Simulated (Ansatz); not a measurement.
Mulliken charges of `CC1=C(Cl)[SiH2]1` from PBE/def2-TZVPP in Ansatz (PBE0-D4/def2-TZVP geometry).

```json
{"atom": "C1", "x (Å)": "-1.103", "y (Å)": "-0.986", "z (Å)": "0.562", "charge (e)": "-0.234"}
{"atom": "C2", "x (Å)": "-0.073", "y (Å)": "-0.079", "z (Å)": "0.020", "charge (e)": "-0.077"}
{"atom": "C3", "x (Å)": "0.416", "y (Å)": "0.282", "z (Å)": "-1.161", "charge (e)": "-0.010"}
{"atom": "Cl4", "x (Å)": "0.084", "y (Å)": "-0.147", "z (Å)": "-2.779", "charge (e)": "-0.075"}
{"atom": "Si5", "x (Å)": "1.262", "y (Å)": "1.162", "z (Å)": "0.159", "charge (e)": "0.222"}
{"atom": "H6", "x (Å)": "-0.655", "y (Å)": "-1.710", "z (Å)": "1.248", "charge (e)": "0.100"}
{"atom": "H7", "x (Å)": "-1.845", "y (Å)": "-0.424", "z (Å)": "1.136", "charge (e)": "0.101"}
{"atom": "H8", "x (Å)": "-1.616", "y (Å)": "-1.530", "z (Å)": "-0.235", "charge (e)": "0.098"}
{"atom": "H9", "x (Å)": "0.979", "y (Å)": "2.588", "z (Å)": "0.458", "charge (e)": "-0.062"}
{"atom": "H10", "x (Å)": "2.632", "y (Å)": "0.792", "z (Å)": "0.594", "charge (e)": "-0.062"}
```

**Question.** By hand: the dipole of these point charges (1 e Å = 4.8032 D).

**Answer.** Σ q r = (-0.101, -0.070, 0.274) e Å, of length 0.300 e Å = 1.44 D.

**Question.** How does the dipole of the full density compare? (Estimate.)

**Answer.** Ansatz gave: (-0.091, -0.059, 0.323) e Å, 1.64 D; the point charges give 0.88 times that, at 6° from its direction.

Point charges leave out the atoms' own dipoles, such as those of lone pairs, and Mulliken's split depends on the basis, so the close match here is no proof of good charges.
